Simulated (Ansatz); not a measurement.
System: C4H9O, net charge 0, doublet state. It need not be the lowest isomer of its formula. 
Coordinates optimised at B3LYP-D3(BJ)/def2-TZVP (Ansatz, a program for electronic structure):
```xyz
14

C     -0.0698     1.5227     0.2665
C     -0.4826     0.0964     0.1145
C     -1.8084    -0.2350    -0.4728
O      0.4627    -0.8393    -0.2305
C      1.7579    -0.7107     0.3301
H      0.7345     1.6602     0.9911
H     -0.9206     2.1163     0.6005
H      0.2756     1.9537    -0.6887
H     -1.8385    -0.0339    -1.5560
H     -2.0384    -1.2924    -0.3341
H     -2.5966     0.3587    -0.0083
H      2.2789     0.1744    -0.0450
H      2.3108    -1.5995     0.0328
H      1.7100    -0.6635     1.4226
```
Charge 0, spin multiplicity 2.

Wanted: atomisation energy (electronic, to ground-state atoms), in eV. Correlated levels leave the core frozen unless marked. UHF or UKS for open shells. Spin-orbit coupling is left out. Non-relativistic. The coupled-cluster limit lacks core correlation, which all-electron functionals hold. CBS(X,Y): correlation extrapolated as X^-3; Hartree-Fock from the larger set. [CCSD(T)-MP2]/basis is that difference in the basis named.

```tsv
level	program	atomisation energy (eV)
PBE/def2-TZVPD	Ansatz	57.04
PBE0/def2-SVP	Ansatz	56.75
PBE0/def2-TZVPD	Ansatz	56.18
BHLYP/def2-TZVPD	Ansatz	54.32
HSE06/def2-TZVPD	Ansatz	56.24
B2PLYP-D3(BJ)/def2-TZVPD	Ansatz + dftd3	55.49
RPA@PBE/cc-pVTZ	Ansatz	52.40
RPA@PBE/cc-pVQZ	Ansatz	53.00
MP2/cc-pVTZ	Ansatz	55.21
SCS-MP2/cc-pVQZ	Ansatz	55.87
CCSD(T)/STO-3G	Ansatz	57.03
CCSD(T)/cc-pVTZ	Ansatz	54.66
CCSD(T)/cc-pwCVTZ	Ansatz	54.69
RI-MP2/CBS(cc-pVTZ,cc-pVQZ)+[CCSD(T)-MP2]/cc-pVTZ	Ansatz	55.95
CCSD(T)/CBS(cc-pVTZ,cc-pVQZ)	Ansatz	55.88
```
